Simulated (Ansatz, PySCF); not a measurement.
Gas-phase reaction in SMILES: c1cnccn1 [pyrazine] -> c1cncnc1
Geometries: B3LYP-D3(BJ)/def2-TZVP minima from Ansatz (a program for electronic structure). Frequencies are from Ansatz or PySCF. Unstable Hartree-Fock reference: c1cnccn1, c1cncnc1.

Quantity: isomerisation energy (enthalpy at 298 K, with B3LYP-D3(BJ) rigid-rotor harmonic-oscillator terms), in kcal/mol. Correlated levels leave the core frozen unless marked. No spin-orbit coupling. No relativistic terms. CBS(X,Y): correlation extrapolated as X^-3; Hartree-Fock from the larger set (for Q and 5 zeta extrapolated as (X+1)exp(-9√X)). [CCSD(T)-MP2]/basis is that difference in the basis named.

From measured enthalpies of formation at 298 K: -0.1 kcal/mol (c1cnccn1 46.9, CRC Handbook; c1cncnc1 46.8, CRC Handbook). It holds spin-orbit effects, which the calculations lack, and core correlation, which the frozen-core levels lack. This is an older compilation, not checked against later work.

```tsv
level	program	isomerisation energy (kcal/mol)	error against measurement
HF/aug-cc-pVTZ	Ansatz	-6.6	-6.5
r2SCAN-D3(BJ)/def2-TZVPD	Ansatz + dftd3	-4.1	-4.0
r2SCAN-D4/def2-TZVPD	Ansatz + dftd4	-4.1	-4.0
r2SCANh-D4/def2-TZVPD	Ansatz + dftd4	-4.3	-4.2
CAM-B3LYP-D3(BJ)/def2-TZVPD	Ansatz + dftd3	-4.4	-4.3
CAM-B3LYP-D4/def2-TZVPD	Ansatz + dftd4	-4.4	-4.3
CAM-B3LYP/def2-TZVPD	Ansatz	-4.4	-4.3
MP2/cc-pVQZ	Ansatz	-3.5	-3.4
MP2/CBS(cc-pVTZ,cc-pVQZ)	Ansatz	-3.5	-3.4
SCS-MP2/cc-pVTZ	Ansatz	-3.9	-3.8
SCS-MP2/aug-cc-pVQZ	Ansatz	-3.9	-3.8
CCSD/cc-pVTZ	Ansatz	-4.7	-4.6
CCSD(T)/cc-pwCVTZ	Ansatz	-4.6	-4.5
RI-MP2/CBS(cc-pVTZ,cc-pVQZ)+[CCSD(T)-MP2]/cc-pVDZ	Ansatz	-4.3	-4.2
CCSD(T)/CBS(cc-pVQZ,cc-pV5Z)	Ansatz	-4.4	-4.3
```
